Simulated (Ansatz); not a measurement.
Consider the substitution at a C–C bond: `Cc1ccsc1` + `O[Si](F)(F)F` → `CO[Si](F)(F)F` + `c1ccsc1`.

Gas-phase electronic energies from Ansatz, PBE0-D4/def2-TZVP geometries. CBS: MP2 limit from def2 TZ/QZ plus the TZ coupled-cluster correction, frozen cores. DFT in def2-TZVPP. Each species was taken in one conformer, which may not be the lowest.

```json
{"level": "PBE-D4", "ΔE (eV)": "0.67"}
{"level": "BHLYP-D4", "ΔE (eV)": "0.60"}
{"level": "ωB97X-V", "ΔE (eV)": "0.62"}
{"level": "revPBE", "ΔE (eV)": "0.63"}
```

(1) What does CCSD(T)/CBS give? (Best estimate.)

Largest T1 diagnostic among the species: 0.013.

## Answers

(1) Computed: +0.69 eV. The listed levels differ from it by -0.02, -0.09, -0.07, -0.06 eV.

At CCSD(T), def2-SVP lies −0.07 eV from the extrapolated value and def2-TZVPP −0.01 eV. Leaving LDA and LC-ωPBE aside and taking each functional with its dispersion term where it has one, the values, not all of them listed here, spread over 0.12 eV, from BLYP-D4 to PBE-QIDH. LDA lies +0.07 eV from PBE without D4.
